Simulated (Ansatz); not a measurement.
Reaction (substitution at a C–C bond): `C[C@@H]1C[Si@@H]1F` + `C[O][Mg][OH]` → `C[O][Mg][O]C` + `F[SiH]1CC1`

Calculated with Ansatz (gas phase, PBE0-D4/def2-TZVP geometries, no zero-point term in ΔE). CCSD(T)/CBS is the MP2 limit (def2-TZVPP, def2-QZVPP) plus CCSD(T) − MP2 in def2-TZVPP, frozen cores. Functionals use def2-TZVPP. B3LYP here is the variant with VWN-RPA as its local correlation; programs differ in this. For Mg outer-core shells are correlated without core-valence functions, which leaves a few kJ/mol of doubt a bond. Each species was taken in one conformer, which may not be the lowest.

Problem. Is it downhill or uphill in electronic energy at CCSD(T)/CBS, and by how much? (Best estimate.)

Solution. Ansatz gave: Uphill: ΔE = +14.1 kcal/mol.

Problem. What do these levels give: PBE0-D4, BHLYP-D4, CAM-B3LYP-D4, ωB97M-V, PBE, r2SCAN, PBE0, B3LYP, r2SCANh, BHLYP, CCSD/def2-SVP, SCS-MP2/def2-QZVPP? (Best estimate.)

Solution. Ansatz gave: PBE0-D4 13.4, BHLYP-D4 12.1, CAM-B3LYP-D4 12.2, ωB97M-V 13.3, PBE 12.4, r2SCAN 12.8, PBE0 12.6, B3LYP 11.0, r2SCANh 12.9, BHLYP 11.1, CCSD/def2-SVP 10.8, SCS-MP2/def2-QZVPP 13.9 kcal/mol.

Largest T1 diagnostic among the species: 0.011.

In def2-TZVPP, CCSD(T) changes the Hartree–Fock value by +3.8 kcal/mol (the triples alone add +0.5 kcal/mol) and MP2 by +5.5 kcal/mol. Leaving LDA and LC-ωPBE aside and taking each functional with its dispersion term where it has one, the values, not all of them listed here, spread over 1.6 kcal/mol, from BHLYP-D4 to PBE-QIDH. LDA lies +1.2 kcal/mol from PBE without D4. The D4 term adds +1.3 kcal/mol with B3LYP and +0.7 kcal/mol with PBE0; it sums over pairs of atoms, weighted by their polarisabilities, and B3LYP, whose exchange is more repulsive, gets the larger term.
